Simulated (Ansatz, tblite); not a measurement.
Removing and adding an electron: Ta(NH)(OSiH3)3 (TaSi3NO3H10). The state is a singlet with charge 0. Geometry: PBE-D4/def2-SVP. Ansatz, gas phase; energy differences of separate SCF runs; the oxidised species was run as a doublet alone; the reduced species was run as a doublet alone.

```
atom   x (Å)   y (Å)   z (Å)
 Ta1  -0.038  -0.063  -0.073
  N2  -0.652  -1.227  -1.280
  H3  -1.002  -1.892  -1.970
  O4   1.865   0.121  -0.320
 Si5   3.354  -0.213  -1.035
  H6   3.165  -1.084  -2.248
  H7   4.230  -0.922  -0.039
  H8   4.003   1.083  -1.438
  O9  -0.429  -0.749   1.686
Si10  -1.040  -1.860   2.796
 H11  -1.644  -3.035   2.077
 H12  -2.091  -1.186   3.633
 H13   0.080  -2.330   3.682
 O14  -0.924   1.626  -0.353
Si15  -1.985   2.692  -1.114
 H16  -2.716   1.991  -2.226
 H17  -1.200   3.846  -1.673
 H18  -2.973   3.202  -0.103
```

In the def2 sets Ta takes a core potential; there is no spin–orbit coupling. The xTB rows come from tblite.

```
               level  −HOMO (eV)  vertical IE (eV)  −LUMO (eV)  vertical EA (eV)  HOMO–LUMO gap (eV)  IE − EA (eV)                       remarks
revPBE-D4/def2-TZVPD        6.25                 –        1.33             -0.14                4.92             –  HOMO above zero (-1 doublet)
   PBE0-D4/def2-TZVP        7.59              9.26        0.51                 –                7.08             –                             –
  PBE0-D4/def2-TZVPD        7.63                 –        0.68             -0.39                6.94             –  HOMO above zero (-1 doublet)
```

Estimate the rows for GFN1-xTB, GFN2-xTB, PBE-D4/def2-TZVPD.


| level | −HOMO (eV) | vertical IE (eV) | −LUMO (eV) | vertical EA (eV) | HOMO–LUMO gap (eV) | IE − EA (eV) | remarks |
| --- | --- | --- | --- | --- | --- | --- | --- |
| GFN1-xTB | 10.89 | 13.24 | 7.32 | 5.10 | 3.57 | 8.15 | – |
| GFN2-xTB | 9.98 | 12.72 | 6.56 | 4.26 | 3.42 | 8.45 | – |
| PBE-D4/def2-TZVPD | 6.32 | – | 1.44 | -0.09 | 4.88 | – | HOMO above zero (-1 doublet) |

Run but left out: PBE-D4/def2-TZVP, revPBE-D4/def2-TZVP (charge +1 doublet: an occupied level 0.00 to 0.02 eV above an empty one).   A HOMO above zero means that the electron is unbound at that level or that self-interaction error raises the level; the energy of removing that electron tells which. Raw xTB energy differences between charge states are shifted by several eV; the methods need an empirical correction for them. A negative affinity means that the extra electron isn't bound; its size then hangs on the basis.
